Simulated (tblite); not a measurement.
Compound: C2H5BF2O.
Numbering: `[CH3:1][BH:2][O:3][CH:4]([F:5])[F:6]` (hydrogens: H7, H8, H9 on C1; H10 on B2; H11 on C4)

Geometry (GFN2-xTB, Å), atoms numbered from 1 in this order:
```
atom  x, y, z in Å
C1    -1.7408    0.6391    0.3763
B2    -0.5067   -0.2807    0.0495
O3     0.6502    0.3688   -0.2793
C4     1.7933   -0.2590   -0.5818
F5     1.6705   -1.0245   -1.6934
F6     2.1861   -1.1119    0.3952
H7    -1.5692    1.1708    1.3108
H8    -2.6701    0.0889    0.4802
H9    -1.8790    1.4052   -0.3828
H10   -0.5402   -1.4553    0.0926
H11    2.6114    0.4612   -0.7533
```

Method: GFN2-xTB as coded in tblite; computed harmonic values from a numerical Hessian at the method's own geometry, unscaled. Against measured fundamentals such values can be off by several per cent, at times by over 20. Modes of hydrogen on boron can be 10 to 20 % off. One conformer, not necessarily the lowest. The optimisation stopped once no atom felt more than 0.01 eV/Å.

Lowest wavenumbers of the output (negative numbers stand for imaginary wavenumbers):
```
mode    cm-1
  1     -94.9
  2      75.1
  3     115.6
  4     175.0
  5     315.9
  6     463.8
  7     476.6
  8     634.7
  9     698.3
 10     822.4
```

Task: Is this structure a minimum?

Result: No. 1 mode is imaginary beyond 20i (95i cm⁻¹), so at this level the point lies at or near a first-order saddle.

Task: Which atoms move in the imaginary mode?

Result: 95i: H7 (methyl hydrogen) 34 %, H9 (methyl hydrogen) 31 %, H8 (methyl hydrogen) 25 %. These are shares of the mass-weighted motion.

Task: What is the remedy?

Result: Step along that mode in both directions, optimise again with tighter thresholds and repeat the frequencies. The zero-point energy of this point (46.6 kcal/mol) counts the 26 real modes alone, and thermal corrections from it aren't those of a minimum.
